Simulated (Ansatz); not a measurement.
Single points on `C#CCCCCCCCCCC=C` with charge -1.

```yaml
crystal:
  periodic: [false, false, false]
  atoms:
    - {symbol: C, position_ang: [1.018646, 2.072851, 0.353039]}
    - {symbol: C, position_ang: [1.354637, 1.758480, -0.866066]}
    - {symbol: C, position_ang: [2.325238, 0.830192, -1.520770]}
    - {symbol: C, position_ang: [3.295056, 0.034254, -0.596849]}
    - {symbol: C, position_ang: [2.609035, -0.611264, 0.613691]}
    - {symbol: C, position_ang: [1.380654, -1.460135, 0.273809]}
    - {symbol: C, position_ang: [0.489265, -1.735104, 1.488447]}
    - {symbol: C, position_ang: [-0.873632, -2.366917, 1.156953]}
    - {symbol: C, position_ang: [-1.699170, -1.606703, 0.103790]}
    - {symbol: C, position_ang: [-1.962206, -0.128479, 0.416073]}
    - {symbol: C, position_ang: [-2.623099, 0.619070, -0.761060]}
    - {symbol: C, position_ang: [-2.958321, 2.059210, -0.479167]}
    - {symbol: C, position_ang: [-2.083190, 3.082975, -0.675676]}
    - {symbol: H, position_ang: [0.198299, 2.770562, 0.663241]}
    - {symbol: H, position_ang: [1.756502, 0.098702, -2.145962]}
    - {symbol: H, position_ang: [2.945486, 1.382189, -2.268555]}
    - {symbol: H, position_ang: [3.831754, -0.733023, -1.209807]}
    - {symbol: H, position_ang: [4.075964, 0.731241, -0.218208]}
    - {symbol: H, position_ang: [2.250823, 0.233310, 1.248212]}
    - {symbol: H, position_ang: [3.344869, -1.204200, 1.206583]}
    - {symbol: H, position_ang: [1.666016, -2.415898, -0.228458]}
    - {symbol: H, position_ang: [0.781463, -0.885997, -0.460997]}
    - {symbol: H, position_ang: [1.024895, -2.380125, 2.223102]}
    - {symbol: H, position_ang: [0.325891, -0.761121, 2.000824]}
    - {symbol: H, position_ang: [-0.722200, -3.412979, 0.801536]}
    - {symbol: H, position_ang: [-1.467395, -2.451428, 2.096427]}
    - {symbol: H, position_ang: [-2.669265, -2.135502, -0.047256]}
    - {symbol: H, position_ang: [-1.178836, -1.667681, -0.878390]}
    - {symbol: H, position_ang: [-2.594178, -0.039846, 1.330081]}
    - {symbol: H, position_ang: [-1.007099, 0.397006, 0.636294]}
    - {symbol: H, position_ang: [-1.906863, 0.576410, -1.615002]}
    - {symbol: H, position_ang: [-3.537761, 0.061882, -1.077838]}
    - {symbol: H, position_ang: [-3.947787, 2.262264, -0.023086]}
    - {symbol: H, position_ang: [-2.361549, 4.122486, -0.431309]}
    - {symbol: H, position_ang: [-1.081934, 2.903314, -1.107667]}
basis:
  gaussian: {orbitals: def2-SVP, initial_orbitals: start.molden}
total_charge: -1
magnetization: {spin_polarized: true, initial_magnetization: 1}
hamiltonian: {xc: pbe, dispersion: d4}
scf: {omitted_lower_state_checks: [starts]}
output: {orbitals: {seedname: orbitals}}
```

The file start.molden holds the orbitals of an earlier run on this structure, at another level or in another basis.

```sh
$ ansatz run in.yaml --threads 4 --pin off --events-out ev --progress --plain --max-ram 6963MiB
```

Output, abridged:

```
Functional definition: PBE
3330 factors; their error is unknown
mean field evaluation 1: about -13807.3833 eV, gradient 6.6e0 eV
mean field evaluation 2: about -13807.5975 eV, gradient 4.0e-1 eV
mean field evaluation 4: about -13807.4304 eV, gradient 1.4e-2 eV
mean field -13807.43036804 eV, -507.4137070131 hartree, gradient 5.6e-5 eV, S^2 0.751665; 0 other end points of the search recorded, 0 dependent functions left out
reference -13807.43041818 eV, -507.4137088556 hartree; 51, 50 occupied and 241, 242 virtual orbitals, 3330 factors
Total energy: -13808.46083362 eV, -507.4515759245 hartree
Checks for a lower state left out: starts
```

Hardware: 4 threads of Arm Neoverse V2 on a shared host. Wall time 15 s, peak host memory 0.72 GiB.

As the first input, with `hamiltonian: {xc: pbe0, dispersion: d4}` (abridged; 55 s):

```
Functional definition: PBE0
mean field -13809.74891719 eV, -507.4989121228 hartree, gradient 3.3e-5 eV, S^2 0.754055
Total energy: -13810.64076632 eV, -507.5316869739 hartree
Checks for a lower state left out: starts
```

Geometry: PBE-D4/def2-SVP.

At PBE-D4/def2-SVP, PBE0-D4/def2-SVP the highest occupied level of the relaxed charge -1 doublet lies above zero (up to 2.58 eV). By energy differences it is unbound by 1.19 eV (each at its own geometry, against the charge 0 singlet, at PBE-D4/def2-SVP) and held by the finite basis.
